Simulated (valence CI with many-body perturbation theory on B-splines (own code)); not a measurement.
## E1 transitions of Au LXIV

Computed by configuration interaction combined with many-body perturbation theory (CI+MBPT): six valence electrons over a frozen Dirac-Fock core [Ne], a basis of 9 s, 9 p, 8 d, 6 f, 3 g, 1 h functions for each j, with the one-electron correlation potential Σ1, the two-electron term Σ2, the three-electron term Σ3, Breit, model QED; selected CI, second order for the rest, scaled by the run's own slope (own B-spline code, finite nucleus).

The last digits are not significant, and no measured levels were compared; by estimate large intervals hold to a few tenths of a per cent, small ones and those within an open d or f shell to about a per cent. Among the levels kept, up to 1000 cm⁻¹ of a level comes from second order outside the variational space, and about a tenth of that is noise between levels of different J, which matters for small intervals.

Lines 51 to 100 of 122 in falling wavelength, among levels below 878.58 eV, chosen from the strongest by gf and those to the six lowest levels. Wavelengths and rates use the calculated energies. Electric multipoles are in the length gauge with retardation, E1 and E2 with the static RPA response of the core. Weak lines are less certain than strong ones. Lines between different terms over intervals too small for the method are left out, as are lines whose strength nearly cancels. The highest levels of a list are the least certain.

Levels are named by their leading jj configuration (3d3/2^4 stands for four electrons in 3d with j = 3/2), which in mixed levels can hold well under half, so a name can repeat and another be missing. Letters in brackets count levels of one name in rising energy.

```
λ vac (Å)                               Upper                           Lower   A (s⁻¹)  S (a.u.) with core polarisation  S without
    48.53  (3s^2 3p1/2 3p3/2^2 3d3/2) J=2 [c]      (3s^2 3p1/2^2 3d3/2^2) J=2  1.75e+08                         4.93e-05   5.00e-05
    48.51      (3s^2 3p1/2^2 3p3/2 3d3/2) J=2      (3s^2 3p1/2^2 3p3/2^2) J=2  1.09e+10                         3.08e-03   3.12e-03
    48.50      (3s^2 3p1/2^2 3d3/2 3d5/2) J=2  (3s^2 3p1/2^2 3p3/2 3d5/2) J=3  6.88e+09                         1.94e-03   1.96e-03
    48.30          (3s^2 3p1/2^2 3d3/2^2) J=2  (3s^2 3p1/2^2 3p3/2 3d3/2) J=3  9.73e+09                         2.70e-03   2.74e-03
    48.23          (3s^2 3p1/2^2 3d3/2^2) J=2  (3s^2 3p1/2^2 3p3/2 3d3/2) J=1  1.24e+10                         3.44e-03   3.48e-03
    47.53      (3s^2 3p1/2^2 3d3/2 3d5/2) J=4  (3s^2 3p1/2^2 3p3/2 3d5/2) J=3  5.82e+09                         2.78e-03   2.81e-03
    47.29  (3s^2 3p1/2 3p3/2^2 3d3/2) J=1 [b]      (3s^2 3p1/2^2 3d3/2^2) J=2  4.28e+07                         6.71e-06   6.81e-06
    47.03      (3s^2 3p1/2^2 3d3/2 3d5/2) J=3  (3s^2 3p1/2^2 3p3/2 3d5/2) J=2  9.67e+09                         3.47e-03   3.52e-03
    46.77      (3s^2 3p1/2^2 3p3/2 3d3/2) J=1      (3s^2 3p1/2^2 3p3/2^2) J=2  1.80e+10                         2.72e-03   2.76e-03
    46.71      (3s^2 3p1/2^2 3p3/2 3d3/2) J=3      (3s^2 3p1/2^2 3p3/2^2) J=2  2.64e+09                         9.29e-04   9.41e-04
    46.51          (3s^2 3p1/2^2 3d3/2^2) J=2  (3s^2 3p1/2^2 3p3/2 3d3/2) J=2  1.27e+10                         3.15e-03   3.19e-03
    46.50  (3s^2 3p1/2 3p3/2^2 3d3/2) J=2 [b]        (3s^2 3p1/2 3p3/2^3) J=2  4.17e+09                         1.03e-03   1.05e-03
    45.64      (3s^2 3p1/2^2 3d3/2 3d5/2) J=3  (3s^2 3p1/2^2 3p3/2 3d5/2) J=4  6.29e+09                         2.06e-03   2.09e-03
    44.98      (3s^2 3p1/2^2 3d3/2 3d5/2) J=2  (3s^2 3p1/2^2 3p3/2 3d5/2) J=2  7.37e+08                         1.66e-04   1.68e-04
    44.79  (3s^2 3p1/2 3p3/2^2 3d3/2) J=2 [b]        (3s^2 3p1/2 3p3/2^3) J=1  3.05e+08                         6.76e-05   6.83e-05
    44.09      (3s^2 3p1/2^2 3d3/2 3d5/2) J=1  (3s^2 3p1/2^2 3p3/2 3d5/2) J=2  1.49e+10                         1.89e-03   1.92e-03
    44.03  (3s^2 3p1/2 3p3/2^2 3d3/2) J=3 [b]        (3s^2 3p1/2 3p3/2^3) J=2  8.93e+08                         2.63e-04   2.67e-04
    43.66          (3s^2 3p1/2^2 3d3/2^2) J=0  (3s^2 3p1/2^2 3p3/2 3d3/2) J=1  4.90e+10                         2.01e-03   2.04e-03
    42.91      (3s^2 3p1/2^2 3d3/2 3d5/2) J=4  (3s^2 3p1/2^2 3p3/2 3d5/2) J=4  2.41e+10                         8.45e-03   8.55e-03
    42.76  (3s^2 3p1/2 3p3/2^2 3d3/2) J=2 [c]        (3s^2 3p1/2 3p3/2^3) J=2  2.13e+09                         4.11e-04   4.17e-04
    40.40  (3s^2 3p1/2 3p3/2^2 3d3/2) J=1 [b]        (3s^2 3p1/2 3p3/2^3) J=1  4.81e+09                         4.70e-04   4.77e-04
    39.95  (3s^2 3p1/2 3p3/2^2 3d3/2) J=1 [c]        (3s^2 3p1/2 3p3/2^3) J=2  2.23e+09                         2.10e-04   2.14e-04
    36.10  (3s^2 3p1/2 3p3/2^2 3d5/2) J=3 [a]        (3s^2 3p1/2 3p3/2^3) J=2  1.25e+09                         2.04e-04   2.06e-04
    34.32      (3s^2 3p1/2 3p3/2^2 3d5/2) J=1        (3s^2 3p1/2 3p3/2^3) J=2  8.49e+10                         5.08e-03   5.14e-03
    33.57          (3s^2 3p1/2^2 3d5/2^2) J=2  (3s^2 3p1/2^2 3p3/2 3d5/2) J=1  1.89e+11                         1.76e-02   1.78e-02
    33.38      (3s^2 3p1/2 3p3/2^2 3d5/2) J=1        (3s^2 3p1/2 3p3/2^3) J=1  5.60e+10                         3.08e-03   3.12e-03
    33.37          (3s^2 3p1/2^2 3d5/2^2) J=4  (3s^2 3p1/2^2 3p3/2 3d5/2) J=3  5.09e+11                         8.39e-02   8.49e-02
    33.15      (3s^2 3p1/2 3p3/2^2 3d5/2) J=0        (3s^2 3p1/2 3p3/2^3) J=1  1.37e+11                         2.46e-03   2.49e-03
    33.06      (3s^2 3p1/2^2 3d3/2 3d5/2) J=3  (3s^2 3p1/2^2 3p3/2 3d3/2) J=3  5.26e+10                         6.57e-03   6.64e-03
    32.90      (3s^2 3p1/2^2 3p3/2 3d5/2) J=2      (3s^2 3p1/2^2 3p3/2^2) J=2  2.17e+11                         1.91e-02   1.93e-02
    32.57      (3s^2 3p1/2 3p3/2^2 3d5/2) J=2        (3s^2 3p1/2 3p3/2^3) J=2  6.78e+09                         5.78e-04   5.85e-04
    32.47          (3s^2 3p1/2^2 3d5/2^2) J=2  (3s^2 3p1/2^2 3p3/2 3d5/2) J=3  1.03e+11                         8.66e-03   8.76e-03
    32.21      (3s^2 3p1/2^2 3d3/2 3d5/2) J=3  (3s^2 3p1/2^2 3p3/2 3d3/2) J=2  2.91e+11                         3.36e-02   3.40e-02
    32.04      (3s^2 3p1/2^2 3d3/2 3d5/2) J=2  (3s^2 3p1/2^2 3p3/2 3d3/2) J=3  2.00e+10                         1.62e-03   1.64e-03
    32.01      (3s^2 3p1/2^2 3d3/2 3d5/2) J=2  (3s^2 3p1/2^2 3p3/2 3d3/2) J=1  2.27e+11                         1.84e-02   1.86e-02
    31.97      (3s^2 3p1/2^2 3p3/2 3d5/2) J=1      (3s^2 3p1/2^2 3p3/2^2) J=0  3.86e+11                         1.87e-02   1.89e-02
    31.95  (3s^2 3p1/2 3p3/2^2 3d5/2) J=3 [b]        (3s^2 3p1/2 3p3/2^3) J=2  1.92e+09                         2.16e-04   2.19e-04
    31.72      (3s^2 3p1/2 3p3/2^2 3d5/2) J=2        (3s^2 3p1/2 3p3/2^3) J=1  2.35e+10                         1.85e-03   1.87e-03
    31.61      (3s^2 3p1/2^2 3d3/2 3d5/2) J=4  (3s^2 3p1/2^2 3p3/2 3d3/2) J=3  4.19e+11                         5.88e-02   5.95e-02
    31.57      (3s^2 3p1/2^2 3d3/2 3d5/2) J=1  (3s^2 3p1/2^2 3p3/2 3d3/2) J=0  2.01e+11                         9.37e-03   9.48e-03
    31.55      (3s^2 3p1/2^2 3d3/2 3d5/2) J=1  (3s^2 3p1/2^2 3p3/2 3d3/2) J=1  1.89e+11                         8.80e-03   8.90e-03
    31.24      (3s^2 3p1/2^2 3p3/2 3d5/2) J=3      (3s^2 3p1/2^2 3p3/2^2) J=2  7.09e+11                         7.47e-02   7.56e-02
    31.24      (3s^2 3p1/2^2 3d3/2 3d5/2) J=2  (3s^2 3p1/2^2 3p3/2 3d3/2) J=2  1.47e+11                         1.11e-02   1.12e-02
    31.17          (3s^2 3p1/2^2 3d5/2^2) J=0  (3s^2 3p1/2^2 3p3/2 3d5/2) J=1  9.06e+11                         1.35e-02   1.37e-02
    31.03          (3s^2 3p1/2^2 3d5/2^2) J=4  (3s^2 3p1/2^2 3p3/2 3d5/2) J=4  1.88e+11                         2.50e-02   2.53e-02
    30.85          (3s^2 3p1/2^2 3d5/2^2) J=2  (3s^2 3p1/2^2 3p3/2 3d5/2) J=2  5.21e+11                         3.78e-02   3.82e-02
    30.81      (3s^2 3p1/2^2 3d3/2 3d5/2) J=1  (3s^2 3p1/2^2 3p3/2 3d3/2) J=2  2.86e+10                         1.24e-03   1.25e-03
    30.29      (3s^2 3p1/2^2 3p3/2 3d5/2) J=1      (3s^2 3p1/2^2 3p3/2^2) J=2  6.47e+10                         2.66e-03   2.69e-03
    24.65          (3s^2 3p1/2^2 3d5/2^2) J=4  (3s^2 3p1/2^2 3p3/2 3d3/2) J=3  1.68e+09                         1.12e-04   1.13e-04
    24.16          (3s^2 3p1/2^2 3d5/2^2) J=2  (3s^2 3p1/2^2 3p3/2 3d3/2) J=3  1.10e+09                         3.84e-05   3.88e-05
```
